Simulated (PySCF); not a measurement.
Geometry:
```
atom   x (Å)   y (Å)   z (Å)
  O1  -2.191   1.461  -1.017
  C2  -1.972   1.289   0.159
  O3  -1.971   2.312   1.035
  C4  -1.644  -0.012   0.755
 Si5  -2.245  -1.342  -0.475
 Si6   0.234   0.071   1.076
  C7   1.277  -1.400   0.560
  C8   1.452  -0.156  -0.345
 Si9   3.159   0.632  -0.438
 H10  -2.176   3.142   0.576
 H11  -2.118  -0.096   1.733
 H12  -2.098  -2.630   0.215
 H13  -3.655  -1.100  -0.771
 H14  -1.438  -1.332  -1.689
 H15   0.589   0.890   2.227
 H16   2.141  -1.667   1.152
 H17   0.832  -2.269   0.094
 H18   0.997  -0.278  -1.323
 H19   4.081  -0.243  -1.171
 H20   3.067   1.924  -1.120
 H21   3.671   0.821   0.923
```

PySCF 2.14 calculation with GIAO PBE0/pcSseg-1 shieldings and GFN2-xTB structure; non-relativistic Hamiltonian, a single conformation, gas phase, one averaged value for each set of equivalent atoms.

Q: List the cross peaks expected in HSQC, COSY and HMBC spectra.

A: 

HSQC (one-bond C–H):
| δH | δC |
| --- | --- |
| 2.10 (H11) | 14.2 (C4) |
| 1.04 (H17) | 1.7 (C7) |
| 0.42 (H18) | -10.5 (C8) |
| 0.38 (H16) | 1.7 (C7) |

COSY cross peaks (H two or three bonds apart, from the bond graph; peaks can be absent where the dihedral angle is near 90°):
| δH | δH |
| --- | --- |
| 3.97 (H19/H20/H21) | 0.42 (H18) |
| 3.83 (H12/H13/H14) | 2.10 (H11) |
| 3.69 (H15) | 2.10 (H11) |
| 3.69 (H15) | 1.04 (H17) |
| 3.69 (H15) | 0.42 (H18) |
| 3.69 (H15) | 0.38 (H16) |
| 1.04 (H17) | 0.42 (H18) |
| 1.04 (H17) | 0.38 (H16) |
| 0.42 (H18) | 0.38 (H16) |

HMBC (two and three bonds, from the bond graph):
| δH | δC |
| --- | --- |
| 3.97 (H19/H20/H21) | 1.7 (C7), -10.5 (C8) |
| 3.83 (H12/H13/H14) | 182.2 (C2), 14.2 (C4) |
| 3.69 (H15) | 182.2 (C2), 14.2 (C4), 1.7 (C7), -10.5 (C8) |
| 2.10 (H11) | 182.2 (C2), 1.7 (C7), -10.5 (C8) |
| 1.04 (H17) | 14.2 (C4), -10.5 (C8) |
| 0.42 (H18) | 14.2 (C4), 1.7 (C7) |
| 0.38 (H16) | 14.2 (C4), -10.5 (C8) |

Shifts are taken against calculated references (same method and geometry level): TMS for ¹H (31.72 ppm) and ¹³C (186.93 ppm).

Short H···H contacts in this conformer between protons four or more bonds apart (candidates for NOE cross peaks, intensity ∝ r⁻⁶): H14···H18 2.68 Å.

The OH or NH signal is concentration- and solvent-dependent in practice; the value given is the gas-phase one. Shifts are as computed. Against solution values, carbons near 30 ppm lie about +3 ppm off and those near 130 ppm about +5 ppm. Of 1309 compounds with measured shifts, 239 miss one by over three times the rms of a fit or turn the order of signals round; such compounds aren't used in these exercises. The C=O carbon of an acid or of an amide with N–H lies up to 10 ppm further downfield in solution, through hydrogen bonding that the calculation lacks.
